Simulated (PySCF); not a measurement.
Run record for `CO[SiH2]CCCF`: LC-wPBE/3-21G, fitting basis def2-universal-jkfit, full TDDFT, 25 singlets.

Method: TDDFT LC-wPBE/3-21G, vertical, gas phase, core orbitals frozen in the response (PySCF 2.14.0, density-fitted response routines). Geometry: GFN2-xTB. The input is one job of a driver script: a line of settings, then coordinates in Å.

Command:
```bash
OMP_NUM_THREADS=1 python probes_run.py task.json out
```

Input:
```
{"job": {"kind": "uv", "xc": "LC-wPBE", "basis": "3-21G", "nstates": 25, "ntriplets": 5, "tda": false, "scf": {"aux": "def2-universal-jkfit"}}, "charge": 0, "multiplicity": 1}
C      3.544718    -0.435600    -0.377640
O      2.227380     0.009764    -0.483477
Si     0.878637    -0.735839     0.017016
C     -0.477825     0.471043    -0.517471
C     -1.852456    -0.011538    -0.081358
C     -2.945242     0.938745    -0.547722
F     -4.177567     0.518696    -0.102548
H      3.696538    -1.334533    -0.979229
H      3.796859    -0.665942     0.659633
H      4.200466     0.356132    -0.741049
H      0.712871    -2.047579    -0.623283
H      0.896248    -0.940968     1.470713
H     -0.468846     0.590869    -1.601828
H     -0.294728     1.460699    -0.096882
H     -1.895268    -0.089053     1.006107
H     -2.049607    -1.004335    -0.488648
H     -3.005171     0.978361    -1.640577
H     -2.795766     1.947394    -0.148175
```

Output:
```
final grid: 138664 points
cycle   1  E = -619.8256597277  dE =  6.473e-01  |g| = 8.006e-01  |ddm| = 3.645e+00
cycle   2  E = -619.8453294025  dE = -1.967e-02  |g| = 8.236e-01  |ddm| = 1.366e+00
cycle   3  E = -619.9505902553  dE = -1.053e-01  |g| = 4.021e-02  |ddm| = 6.592e-01
cycle   4  E = -619.9510417777  dE = -4.515e-04  |g| = 2.529e-02  |ddm| = 8.034e-02
cycle   5  E = -619.9511686210  dE = -1.268e-04  |g| = 4.780e-03  |ddm| = 2.316e-02
cycle   6  E = -619.9511726585  dE = -4.037e-06  |g| = 1.524e-03  |ddm| = 8.153e-03
cycle   7  E = -619.9511731059  dE = -4.474e-07  |g| = 3.135e-04  |ddm| = 2.020e-03
cycle   8  E = -619.9511731446  dE = -3.869e-08  |g| = 7.373e-05  |ddm| = 7.967e-04
cycle   9  E = -619.9511731480  dE = -3.407e-09  |g| = 2.468e-05  |ddm| = 2.305e-04
cycle  10  E = -619.9511731484  dE = -3.218e-10  |g| = 7.921e-06  |ddm| = 6.021e-05
converged SCF energy = -619.9511731484

Static polarisability (au): isotropic 60.222, principal 54.045 55.008 71.613

Singlet excitations
state   eV       nm        f      main configurations
  1   7.6837    161.4   0.00011   H->L 0.93
  2   8.3663    148.2   0.04408   H-1->L 0.79, H-2->L 0.10
  3   9.5743    129.5   0.02724   H-2->L 0.49, H-4->L 0.16, H->L+1 0.09
  4   9.5881    129.3   0.00607   H->L+1 0.77
  5  10.0755    123.1   0.00193   H-5->L 0.40, H-6->L 0.27, H-4->L 0.17
  6  10.2322    121.2   0.12776   H-1->L+1 0.75
  7  10.5835    117.1   0.01099   H-3->L+4 0.34, H-3->L 0.32
  8  10.6757    116.1   0.02321   H-2->L+4 0.26, H-2->L+1 0.17, H-1->L+4 0.11
  9  10.9363    113.4   0.00813   H-6->L 0.22, H-3->L+4 0.15, H-5->L 0.12
 10  10.9610    113.1   0.24448   H->L+2 0.75
 11  11.0691    112.0   0.00487   H-1->L+2 0.66, H-2->L+2 0.09
 12  11.1160    111.5   0.01286   H-2->L+1 0.32, H-1->L+3 0.14, H-4->L+1 0.10
 13  11.4078    108.7   0.11755   H-7->L 0.47, H-5->L 0.09
 14  11.4342    108.4   0.03024   H->L+4 0.17, H->L+3 0.14, H-3->L 0.12
 15  11.6026    106.9   0.09569   H->L+6 0.49, H->L+3 0.11, H->L+7 0.11
 16  11.6239    106.7   0.00274   H-6->L 0.17, H-3->L+3 0.15, H-3->L 0.11
 17  11.7310    105.7   0.22259   H-7->L 0.26, H-2->L+3 0.15, H-4->L 0.10
 18  11.8406    104.7   0.08021   H-1->L+5 0.55, H-2->L+5 0.20
 19  11.8531    104.6   0.00968   H-1->L+3 0.45, H-1->L+4 0.20
 20  12.0232    103.1   0.01443   H-5->L+1 0.23, H->L+6 0.16, H-4->L+1 0.11
 21  12.0536    102.9   0.00360   H->L+9 0.25, H->L+8 0.21, H-2->L+2 0.13
 22  12.1868    101.7   0.04522   H-1->L+6 0.18
 23  12.2017    101.6   0.03126   H-1->L+6 0.16, H-2->L+2 0.10, H-3->L+1 0.09
 24  12.2787    101.0   0.00259   H->L+13 0.16, H->L+8 0.12, H-3->L+1 0.11
 25  12.3069    100.7   0.01195   H-4->L+1 0.11, H-2->L+3 0.11, H-1->L+4 0.08

Triplet excitations (Tamm-Dancoff, eV): 7.2430 7.8163 8.7242 9.1140 9.5248
```

H and L stand for HOMO and LUMO; the number after each pair is its weight.

Q: How does the lowest singlet excitation compare with the HOMO–LUMO gap?

A: HOMO -10.27 eV and LUMO 3.47 eV give a gap of 13.74 eV; S1 at 7.68 eV lies 6.06 eV below it.

Q: Which computed singlet has the largest oscillator strength, and what do all of them sum to?

A: State 10 at 10.96 eV (113 nm), f = 0.244; the 25 states sum to 1.179.

In short: SCF converged in 10 cycles with 89 basis and 780 fitting functions; HOMO -10.27 eV, LUMO 3.47 eV; lowest singlet 7.68 eV; lowest triplet 7.24 eV (Tamm–Dancoff); mean polarisability 60.2 au.

Q: Estimate the wall time. Hardware: one thread, Arm Neoverse V1 (aarch64), no GPU, shared host with 32 logical CPUs at a one-minute load of 14. And the peak memory of the process?

A: About 25 s, with 0.54 GiB resident at the peak, the Python interpreter and its libraries included.

Conformer computed: `[CH3:1][O:2][SiH2:3][CH2:4][CH2:5][CH2:6][F:7]`: C1–O2–Si3–C4 -179°, O2–Si3–C4–C5 -177°, Si3–C4–C5–C6 -178°, C4–C5–C6–F7 -178°.

One conformer stands for the species.
